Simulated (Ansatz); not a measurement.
Isolated molecules relaxed with PBE0-D4/def2-TZVP in Ansatz; ΔE leaves out vibrations. CCSD(T)/CBS adds triple-zeta CCSD(T) − MP2 to the extrapolated MP2 energy (def2 sets, frozen cores). This one scheme is used for every species. Functionals use def2-TZVPP. B3LYP here is the variant with VWN-RPA as its local correlation; programs differ in this. HSE06 is defined as in plane-wave codes. For Br outer-core shells are correlated without core-valence functions, which leaves a few kJ/mol of doubt a bond. Scalar relativity is left out up to krypton. One conformer a species, not always the lowest.

`BOBF` + HBr → `BBr` + `OBF`  (ligand exchange at a B–O bond)

(1) Is it downhill or uphill in electronic energy at CCSD(T)/CBS, and by how much? (An estimate is asked.)

(2) What do these levels give: B97M-V, HSE06-D4, B3LYP, LC-ωPBE, CCSD(T)/def2-SVP, CCSD(T)/def2-TZVPP? (Estimate.)

Largest T1 diagnostic among the species: 0.013.

Results:

(1) The calculation gave: Uphill: ΔE = +24.9 kJ/mol.

(2) Computed: B97M-V 29.0, HSE06-D4 21.9, B3LYP 29.5, LC-ωPBE 26.8, CCSD(T)/def2-SVP 36.2, CCSD(T)/def2-TZVPP 26.0 kJ/mol.

At CCSD(T), def2-SVP lies +11.3 kJ/mol from the extrapolated value and def2-TZVPP +1.1 kJ/mol. In def2-TZVPP, CCSD(T) changes the Hartree–Fock value by −11.9 kJ/mol (the triples alone add −2.1 kJ/mol) and MP2 by −15.1 kJ/mol.
